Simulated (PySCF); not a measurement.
A geometry optimisation, step by step.

(CdSe)4 ring, Cd₄Se₄ (singlet state).
Bonds: Cd1–Se2, Cd1–Se8, Se2–Cd3, Cd3–Se4, Se4–Cd5, Cd5–Se6, Se6–Cd7, Cd7–Se8.

Computed by this run: PySCF, PBE0-D3(BJ)/def2-SVP geometry optimisation, gas phase, def2 core potentials past Kr; density fitting, grid level 1; the optimiser is geomeTRIC in internal coordinates, started from a GFN2-xTB structure with every atom displaced at random (about 0.03 Å). 14 of its 16 geometries are shown. The frame can shift and turn from step to step; on so coarse a grid that alone can change the energy by a few meV, and forces under 0.02 eV/Å are noise.

Step 0: E = -279600.6025 eV, largest atomic force 1.904 eV/Å
```
atom  x, y, z in Å  |  force x, y, z in eV/Å
Cd1    -1.325   -0.143   -2.013    0.150   0.430  -0.478
Se2     0.089    1.592   -3.194   -0.250  -0.488   0.553
Cd3     1.408    1.692   -1.093    0.881   0.149   0.671
Se4     3.036    1.769    0.973   -1.655  -0.798  -0.498
Cd5     1.345    0.088    2.014    0.677   0.428  -0.043
Se6    -0.096   -1.618    3.168    0.067   0.368  -0.537
Cd7    -1.436   -1.708    1.065   -0.264  -0.075  -0.074
Se8    -2.882   -1.758   -1.005    0.393  -0.014   0.406
```

Step 1: E = -279600.8945 eV, largest atomic force 0.347 eV/Å
```
atom  x, y, z in Å  |  force x, y, z in eV/Å
Cd1    -1.298   -0.142   -2.006   -0.131   0.052  -0.193
Se2     0.113    1.548   -3.109    0.011  -0.070   0.134
Cd3     1.431    1.657   -1.024    0.154   0.095  -0.216
Se4     2.914    1.707    0.941   -0.025   0.086  -0.006
Cd5     1.343    0.127    1.964    0.054  -0.162   0.302
Se6    -0.082   -1.537    3.103   -0.030   0.136  -0.141
Cd7    -1.435   -1.685    1.043   -0.166  -0.061   0.010
Se8    -2.846   -1.761   -0.995    0.133  -0.076   0.108
```

Step 2: E = -279600.9145 eV, largest atomic force 0.198 eV/Å
```
atom  x, y, z in Å  |  force x, y, z in eV/Å
Cd1    -1.297   -0.155   -2.027   -0.148  -0.006  -0.111
Se2     0.122    1.533   -3.111    0.025  -0.031   0.054
Cd3     1.451    1.661   -1.040    0.154   0.056  -0.104
Se4     2.911    1.715    0.945   -0.081   0.034   0.027
Cd5     1.342    0.135    1.998    0.155   0.006   0.124
Se6    -0.110   -1.506    3.110   -0.105   0.049  -0.064
Cd7    -1.450   -1.684    1.044   -0.097  -0.032   0.049
Se8    -2.831   -1.784   -1.001    0.095  -0.076   0.024
```

Step 3: E = -279600.9323 eV, largest atomic force 0.281 eV/Å
```
atom  x, y, z in Å  |  force x, y, z in eV/Å
Cd1    -1.286   -0.241   -2.116   -0.092  -0.090   0.126
Se2     0.176    1.457   -3.114    0.078   0.030  -0.065
Cd3     1.544    1.668   -1.082    0.005  -0.071   0.094
Se4     2.891    1.761    0.979   -0.039   0.068   0.058
Cd5     1.333    0.213    2.117    0.111   0.146  -0.213
Se6    -0.252   -1.349    3.133   -0.137  -0.106   0.028
Cd7    -1.510   -1.679    1.045    0.085   0.076   0.102
Se8    -2.758   -1.916   -1.045   -0.011  -0.053  -0.131
```

Step 5: E = -279600.8882 eV, largest atomic force 0.557 eV/Å
```
atom  x, y, z in Å  |  force x, y, z in eV/Å
Cd1    -1.223   -0.475   -2.121    0.280   0.250  -0.102
Se2     0.352    1.197   -3.081   -0.204  -0.086   0.036
Cd3     1.561    1.692   -1.012   -0.086  -0.010  -0.132
Se4     2.711    2.162    1.095    0.182  -0.024   0.074
Cd5     1.241    0.450    2.054   -0.339  -0.346   0.275
Se6    -0.301   -1.248    3.061    0.438   0.251   0.159
Cd7    -1.507   -1.713    1.019   -0.203  -0.068  -0.400
Se8    -2.695   -2.151   -1.098   -0.069   0.033   0.090
```

Step 6: E = -279600.9278 eV, largest atomic force 0.282 eV/Å
```
atom  x, y, z in Å  |  force x, y, z in eV/Å
Cd1    -1.253   -0.370   -2.111    0.123   0.117  -0.043
Se2     0.269    1.315   -3.099   -0.051  -0.067   0.060
Cd3     1.544    1.679   -1.036   -0.030  -0.014  -0.057
Se4     2.800    1.989    1.049    0.024   0.050   0.012
Cd5     1.282    0.345    2.067   -0.171  -0.179   0.135
Se6    -0.270   -1.301    3.092    0.220   0.122   0.048
Cd7    -1.503   -1.699    1.031   -0.117  -0.020  -0.219
Se8    -2.730   -2.043   -1.076    0.002  -0.008   0.064
```

Step 7: E = -279600.9352 eV, largest atomic force 0.160 eV/Å
```
atom  x, y, z in Å  |  force x, y, z in eV/Å
Cd1    -1.248   -0.345   -2.114    0.075   0.072  -0.025
Se2     0.268    1.337   -3.097   -0.020  -0.051   0.045
Cd3     1.543    1.678   -1.029   -0.010  -0.011  -0.031
Se4     2.803    1.963    1.059   -0.003   0.050   0.013
Cd5     1.279    0.321    2.076   -0.094  -0.102   0.081
Se6    -0.267   -1.321    3.092    0.102   0.058  -0.015
Cd7    -1.506   -1.698    1.018   -0.051   0.000  -0.099
Se8    -2.734   -2.019   -1.088    0.000  -0.017   0.029
```

Step 8: E = -279600.9377 eV, largest atomic force 0.087 eV/Å
```
atom  x, y, z in Å  |  force x, y, z in eV/Å
Cd1    -1.216   -0.330   -2.132   -0.001  -0.012   0.019
Se2     0.314    1.344   -3.081    0.007   0.004  -0.004
Cd3     1.553    1.684   -0.995    0.007  -0.003   0.015
Se4     2.769    1.976    1.117   -0.003  -0.006   0.027
Cd5     1.247    0.306    2.101    0.031   0.039  -0.008
Se6    -0.287   -1.349    3.070   -0.051  -0.046  -0.054
Cd7    -1.518   -1.706    0.975    0.038   0.021   0.054
Se8    -2.723   -2.010   -1.140   -0.029   0.003  -0.049
```

Step 9: E = -279600.9367 eV, largest atomic force 0.134 eV/Å
```
atom  x, y, z in Å  |  force x, y, z in eV/Å
Cd1    -1.187   -0.309   -2.145   -0.050  -0.056   0.025
Se2     0.363    1.355   -3.060    0.022   0.034  -0.018
Cd3     1.563    1.688   -0.950    0.032   0.014   0.041
Se4     2.744    1.983    1.185   -0.011  -0.055   0.000
Cd5     1.218    0.286    2.117    0.083   0.089  -0.018
Se6    -0.308   -1.392    3.038   -0.108  -0.060  -0.052
Cd7    -1.531   -1.712    0.929    0.040   0.014   0.076
Se8    -2.724   -1.986   -1.198   -0.008   0.021  -0.053
```

Step 10: E = -279600.9353 eV, largest atomic force 0.136 eV/Å
```
atom  x, y, z in Å  |  force x, y, z in eV/Å
Cd1    -1.166   -0.287   -2.161   -0.069  -0.074   0.031
Se2     0.405    1.372   -3.038    0.033   0.043  -0.034
Cd3     1.584    1.688   -0.913    0.027   0.009   0.049
Se4     2.738    1.967    1.241   -0.002  -0.064  -0.002
Cd5     1.197    0.266    2.138    0.089   0.098  -0.032
Se6    -0.345   -1.419    3.010   -0.102  -0.048  -0.007
Cd7    -1.550   -1.711    0.889    0.026   0.009   0.050
Se8    -2.725   -1.962   -1.252   -0.001   0.027  -0.054
```

Step 12: E = -279600.9361 eV, largest atomic force 0.033 eV/Å
```
atom  x, y, z in Å  |  force x, y, z in eV/Å
Cd1    -1.164   -0.281   -2.166   -0.015  -0.016  -0.001
Se2     0.418    1.380   -3.031    0.010   0.006  -0.001
Cd3     1.594    1.683   -0.900    0.011   0.003   0.015
Se4     2.748    1.949    1.255    0.019  -0.027  -0.003
Cd5     1.197    0.261    2.144    0.011   0.012   0.008
Se6    -0.367   -1.420    3.004   -0.022   0.013   0.008
Cd7    -1.559   -1.705    0.880   -0.013   0.000  -0.019
Se8    -2.729   -1.952   -1.269   -0.003   0.009  -0.008
```

Step 13: E = -279600.9359 eV, largest atomic force 0.029 eV/Å
```
atom  x, y, z in Å  |  force x, y, z in eV/Å
Cd1    -1.165   -0.282   -2.167   -0.006  -0.008  -0.004
Se2     0.416    1.382   -3.029    0.008   0.001   0.002
Cd3     1.593    1.683   -0.899    0.010   0.002   0.012
Se4     2.751    1.948    1.255    0.020  -0.021  -0.003
Cd5     1.198    0.262    2.145    0.005   0.005   0.010
Se6    -0.368   -1.418    3.003   -0.018   0.015   0.004
Cd7    -1.559   -1.705    0.879   -0.012   0.000  -0.018
Se8    -2.728   -1.954   -1.271   -0.006   0.006  -0.003
```

Step 14: E = -279600.9357 eV, largest atomic force 0.028 eV/Å
```
atom  x, y, z in Å  |  force x, y, z in eV/Å
Cd1    -1.165   -0.283   -2.167   -0.005  -0.007  -0.004
Se2     0.416    1.382   -3.028    0.007  -0.001   0.002
Cd3     1.593    1.683   -0.898    0.010   0.002   0.011
Se4     2.752    1.947    1.255    0.019  -0.020  -0.003
Cd5     1.199    0.262    2.145    0.004   0.004   0.010
Se6    -0.369   -1.417    3.003   -0.017   0.014   0.003
Cd7    -1.559   -1.705    0.878   -0.012   0.000  -0.017
Se8    -2.728   -1.955   -1.272   -0.006   0.007  -0.001
```

Step 15: E = -279600.9358 eV, largest atomic force 0.029 eV/Å
```
atom  x, y, z in Å  |  force x, y, z in eV/Å
Cd1    -1.165   -0.282   -2.167   -0.006  -0.008  -0.004
Se2     0.416    1.382   -3.029    0.007   0.000   0.002
Cd3     1.593    1.683   -0.898    0.010   0.002   0.011
Se4     2.751    1.947    1.255    0.020  -0.021  -0.003
Cd5     1.199    0.262    2.145    0.005   0.005   0.010
Se6    -0.369   -1.418    3.003   -0.018   0.014   0.003
Cd7    -1.559   -1.705    0.878   -0.012   0.000  -0.018
Se8    -2.728   -1.955   -1.271   -0.006   0.007  -0.002
```

Problem. Summarise the path.

Solution. The energy falls by 0.3333 eV from step 0 to step 15; nine tenths of that is first reached at step 2. It rises by more than 0.2 meV at steps 5, 9 and 10. The largest force goes from 1.904 to 0.029 eV/Å. Among the bonds Cd3–Se4 changes most, from 2.632 to 2.459 Å; the atoms move by 0.144 Å rms after alignment.

What follows is the cost of the whole optimisation. On an Arm Neoverse V1 with one thread, no GPU, shared host with 64 logical CPUs at a one-minute load of 26, this took 28 min of wall time and 2.1 GiB of memory at its peak.
